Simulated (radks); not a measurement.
The numbers below are computed, except where a source is named.
Spherical quantum dot in the effective-mass picture: electrons in a hard-walled sphere of radius 1.47, with a point charge +2 (a donor) at the centre, all in effective atomic units (hartree* = m*/eps^2 hartree, bohr* = eps/m* bohr), one dielectric constant everywhere. Level of theory: non-relativistic Kohn-Sham, exchange-only LDA, spin-polarised, spherical densities (a radial shooting solver with Libxc functionals). Levels are named by radial order and angular momentum (1s, 1p, 1d, 2s, ...), and open shells are averaged over m. Results are scaled to m* = 0.501 and eps = 15, for which hartree* = 60.59 meV and bohr* = 1.584 nm.

N = 29, configuration 1s2 1p6 1d10 2s2 1f(up 7, down 2). This is the lowest configuration that the search found. Occupied and some empty levels:

level,occupation,eigenvalue (meV),<r> (nm)
1s up,1,1609.3,1.307
1s down,1,1617.0,1.295
1p up,3,1722.3,1.514
1p down,3,1732.0,1.511
1d up,5,1872.0,1.607
1d down,5,1882.5,1.605
2s up,1,1949.2,1.033
2s down,1,1953.9,1.041
1f up,7,2063.5,1.671
1f down,2,2074.4,1.671
2p up,0,2287.6,1.203
2p down,0,2293.1,1.203
1g up,0,2294.8,1.721
1g down,0,2305.9,1.721
2d up,0,2610.9,1.318
2d down,0,2617.5,1.317

Energy (meV): total 31934.2, kinetic 14390, external -4127.2, Hartree 23550, exchange-correlation -1879.5.
